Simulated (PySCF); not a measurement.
# Correlation energy of Pd⁺ (palladium, charge +1)

Starting occupation: [Kr] 4d9, 4d3/2 with m_j = -3/2, -1/2, +1/2, +3/2, 4d5/2 with m_j = -3/2, -1/2, +1/2, +3/2, +5/2. All numbers are calculated (PySCF 2.14, X2C-1e with screened-nucleus spin-orbit coupling, Gaussian nucleus, in x2c-SVPall-2c (6s8p6d1f, 67 functions)). Frozen: [Ar] 3d10; 17 electrons correlated; the 6 highest virtual spinors left out.

MP2 pair energies summed by pair of shells (mhartree):

| pair | energy | share (%) |
| --- | --- | --- |
| 4d-4d | -215.74 | 52.9 |
| 4d-4p | -123.64 | 30.3 |
| 4p-4p | -40.41 | 9.9 |
| 4d-4s | -13.52 | 3.3 |
| 4p-4s | -12.12 | 3.0 |
| 4s-4s | -2.53 | 0.6 |

Total MP2 correlation energy: -407.97 mhartree.

The GHF reference relaxed away from the jj start to a determinant that is no pure jj level (⟨S²⟩ = 0.77, ⟨J²⟩ = 8.78); the energies belong to that determinant.

This basis was not built for core-valence correlation, so the inner-shell part is incomplete.
